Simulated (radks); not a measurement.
Zr6+, configuration [Ar] 3d10 4s2 4p4. All-electron calculation, scalar-relativistic Kohn-Sham, PBE, spin-polarised, spherical densities, finite nucleus; open shells are filled with parallel spins first (spin-orbit coupling, left out, can overturn this in heavy ions); Fermi nuclear charge, rms radius 4.2694 fm. Program: a radial shooting solver on a logarithmic mesh with Libxc functionals.

Normalised radial functions P(r) = r R(r), r in bohr:

```
   r/bohr * 3d up, o 4s up (the largest magnitude, 1.49, reaches the edge; | marks zero, & curves that meet)
 0.001637                             *o
 0.002131                             *o
 0.002775                             *o
 0.003613                             * o
 0.004668                             * o
 0.006078                             *  o
 0.007914                             *  o
  0.01031                             *   o
  0.01342                             *   o
  0.01747                             *   o
  0.02275                             *   o
  0.02963                             *  o
  0.03858                             |*o
  0.04983                            o| *
  0.06489                          o  |  *
  0.08449                       o     |    *
     0.11                      o      |        *
   0.1433                        o    |            *
   0.1865                             o                  *
   0.2429                             |     o                 *
   0.3163                             |         o                *
   0.4118                             |        o                *
    0.532                             |o                    *
   0.6927                   o         |              *
    0.902           o                 |       *
    1.175          o                  |   *
    1.529                o            |*
    1.991                       o     *
    2.593                           o *
    3.377                             &
    4.397                             &
```

3d up: eigenvalue -258.40 eV, 0 radial nodes, <r> = 0.451 bohr, 90 % of the charge inside 0.724 bohr. 4s up: eigenvalue -131.70 eV, 3 radial nodes at r = 0.0471, 0.190, 0.548 bohr, <r> = 1.15 bohr, 90 % of the charge inside 1.65 bohr.
